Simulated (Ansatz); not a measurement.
`[Cl][SnH2][SeH]` + `[GaH3]` → `[GaH2][SeH]` + `[Cl][SnH3]` at 600 K and 1 bar (formal exchange of groups at the Se–Sn bond).

Program: Ansatz. Geometries: PBE0-D4/def2-TZVP. ΔE: electronic, gas phase. CCSD(T)/CBS is the MP2 limit (def2-TZVPP, def2-QZVPP) plus CCSD(T) − MP2 in def2-TZVPP, frozen cores. Elements past krypton have def2 core potentials. For Ga, Se, Sn outer-core shells are correlated without core-valence functions, which leaves a few kJ/mol of doubt a bond. Scalar relativity is left out up to krypton. One conformer a species, not always the lowest.

```tsv
species	CCSD(T)/CBS energy (Eh)	H − E (kJ/mol)	S (J/(mol·K))
`[Cl][SnH2][SeH]`	-3076.37402	108.0	415.5
`[GaH3]`	-1925.70545	74.9	253.2
`[GaH2][SeH]`	-4326.46797	92.9	342.3
`[Cl][SnH3]`	-675.62576	90.8	325.6
```

H − E and S are ideal-gas, rigid-rotor, harmonic terms from PBE0-D4/def2-TZVP, for one conformer and one mirror image of each species. 1 Eh = 2625.50 kJ/mol, R = 8.31446 J/(mol·K).

Problem. By hand: ΔE, ΔH, ΔS and ΔG.

Solution. ΔE = (-4326.46797) + (-675.62576) − (-3076.37402) − (-1925.70545) = -0.01426 Eh = -37.4 kJ/mol. Δ(H − E) = 92.9 + 90.8 − 108.0 − 74.9 = 0.8, so ΔH = -36.6 kJ/mol. ΔS = 342.3 + 325.6 − 415.5 − 253.2 = -0.8 J/(mol·K). ΔG = -36.6 − 600 × (-0.8)/1000 = -36.1 kJ/mol.

Problem. By hand: the equilibrium constant, and the temperature at which ΔG would vanish if ΔH and ΔS stayed fixed.

Solution. log₁₀ K = −ΔG/(RT ln 10) = 3.1. ΔG = 0 at ΔH/ΔS = 45750 K, far beyond where these terms or the molecules hold.

The number of gas molecules stays the same, so ΔS is small and ΔH decides. A doubt of 5 kJ/mol in ΔE shifts log₁₀ K by 0.4 here. Other conformers and mirror images would add mixing entropy, several J/(mol·K) or more a flexible species. These are equilibria of isolated gas molecules and say nothing of rates. Largest T1 diagnostic: 0.013 (customary marks: 0.02 for closed shells, 0.045 for open ones).
